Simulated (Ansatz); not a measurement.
Cost and result for the atomization energy of CH7GaSi2 (11 atoms, 10 bonds).

```xyz
11

C    -0.880    1.609    0.166
Si    0.025    0.245   -0.756
Si    0.702   -1.557    0.574
Ga    1.949   -3.424   -0.708
H    -1.784    1.218    0.637
H    -0.245    2.028    0.950
H    -1.167    2.416   -0.514
H     1.233    0.816   -1.425
H    -0.531   -2.083    1.250
H     1.548   -0.989    1.676
H    -0.849   -0.278   -1.849
```

Total charge 0; spin multiplicity 1. Correlated methods include outer-core shells of Ga, which these sets cover unevenly. Scalar relativity is left out up to krypton. The bonds changed during the relaxation, so this is another structure than the one it started from. The geometry is a stationary point of PBE0-D4/def2-TZVP. Program: Ansatz. All runs use 4 threads of an Arm Neoverse V2 on a shared host. Times are those of one run each, without the atoms' runs, and a repeat can differ threefold. Electronic energies, without spin–orbit coupling; frozen cores. CCSD(T)/CBS adds CCSD(T) − MP2 in def2-TZVPP to the MP2 limit, and its time is that of the two runs behind it. T1 = 0.014; the RHF reference is unstable towards UHF. With those shells the extrapolation isn't a true limit. B3LYP takes the VWN-RPA correlation (the form of Gaussian; ORCA's B3LYP/G).

CCSD(T)/CBS is a level of theory with its own doubt, some kJ/mol a heavy atom from the limit and from the frozen cores, so smaller differences don't rank the functionals.

```json
{"level": "PBE-D4/def2-TZVPP (with forces)", "functions": "261", "wall time": "2.4 s"}
{"level": "PBE0-D4/def2-TZVPP", "functions": "261", "wall time": "3.1 s"}
{"level": "r2SCAN-D4/def2-TZVPP (with forces)", "functions": "261", "wall time": "4.3 s"}
{"level": "B3LYP-D4/def2-TZVPP (with forces)", "functions": "261", "wall time": "4.8 s"}
{"level": "B2PLYP/def2-TZVPP", "functions": "261", "wall time": "6 s"}
{"level": "ωB97X-V/def2-TZVPP", "functions": "261", "wall time": "8.5 s"}
{"level": "ωB97M-V/def2-TZVPP (with forces)", "functions": "261", "wall time": "13 s"}
{"level": "MP2/def2-QZVPP", "functions": "496", "wall time": "24 s"}
{"level": "CCSD(T)/def2-TZVPP", "functions": "261", "wall time": "2.2 min"}
{"level": "CCSD(T)/CBS(def2)", "functions": "–", "wall time": "2.6 min"}
```

(1) What atomization energy does each give, and how far from CCSD(T)/CBS? (An estimate is asked.)

Answers

(1) Ansatz gave: 
```tsv
level	atomization (kJ/mol)	difference from CCSD(T)/CBS	per bond
PBE-D4/def2-TZVPP (with forces)	3355.7	-3.3	-0.3
PBE0-D4/def2-TZVPP	3340.6	-18.4	-1.8
r2SCAN-D4/def2-TZVPP (with forces)	3357.2	-1.8	-0.2
B3LYP-D4/def2-TZVPP (with forces)	3354.4	-4.6	-0.5
B2PLYP/def2-TZVPP	3301.4	-57.6	-5.8
ωB97X-V/def2-TZVPP	3374.9	15.9	1.6
ωB97M-V/def2-TZVPP (with forces)	3350.1	-8.9	-0.9
MP2/def2-QZVPP	3302.5	-56.5	-5.6
CCSD(T)/def2-TZVPP	3279.7	-79.3	-7.9
CCSD(T)/CBS(def2)	3359.0	0.0	0.0
```

In def2-TZVPP, CCSD(T) changes the Hartree–Fock value by +742.4 kJ/mol (the triples alone add +35.2 kJ/mol) and MP2 by +718.6 kJ/mol; breaking electron pairs costs correlation energy, which Hartree–Fock lacks. The D4 term adds +43.5 kJ/mol with B3LYP and +23.1 kJ/mol with PBE0; it sums over pairs of atoms, weighted by their polarisabilities, and B3LYP, whose exchange is more repulsive, gets the larger term. From PBE to PBE0 (25 % exact exchange), in def2-TZVPP and without D4, the atomization energy moves by −11.5 kJ/mol: exact exchange takes away binding that semilocal exchange gives to molecules.
